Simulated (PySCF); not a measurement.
PySCF input for C2H5FO2Si, SMILES [Si](C=C)(O)(F)O, PBE0/pcSseg-1. The structure is a stationary point at B3LYP-D3(BJ)/def2-SVP. One conformer was computed; it need not be the lowest.

```python
import numpy as np
from pyscf import gto, scf, dft
from pyscf.prop.nmr import rks as nmr

mol = gto.M(
    atom='''
    C    -2.35974955    0.40611015    0.41330684
    C    -1.27296369   -0.26677810    0.81554835
    Si    0.34398225   -0.09207345   -0.05370339
    O     0.28676372    0.99218804   -1.30433875
    O     0.81323566   -1.56061563   -0.62535598
    F     1.45905906    0.46808415    0.99600861
    H    -2.32375794    1.07741187   -0.45155820
    H    -3.32704653    0.31401333    0.91945978
    H    -1.35292538   -0.93478633    1.68222583
    H     0.46920904    1.91487880   -1.09213452
    H     1.58352232   -1.58381836   -1.20579642
    ''',
    basis='pcSseg-1',
    charge=0,
    spin=0,
    max_memory=1600,
    verbose=3,
)
mf = dft.RKS(mol, xc='pbe0')
mf.grids.level = 3
mf.conv_tol = 1e-10
mf.max_cycle = 100
mf.kernel()
n = nmr.NMR(mf)
n.verbose = 2
n.max_cycle_cphf = 60
sigma = n.kernel()
print('atom   isotropic/ppm   span/ppm')
for i, s in enumerate(sigma):
    w = np.linalg.eigvalsh((s + s.T) / 2)
    print(f'{mol.atom_symbol(i):2s}{i + 1:3d} {w.mean():14.3f} {w[2] - w[0]:11.3f}')
```

Program output:

```
converged SCF energy = -618.638759896298
atom   isotropic/ppm   span/ppm
C   1         35.084     262.828
C   2         48.674     244.180
Si  3        397.709      48.763
O   4        287.686      63.570
O   5        277.705      75.811
F   6        310.024     117.373
H   7         24.881       8.812
H   8         24.806       6.459
H   9         25.117       3.584
H  10         29.529      20.519
H  11         28.921      21.059
```

Self-consistency was reached.
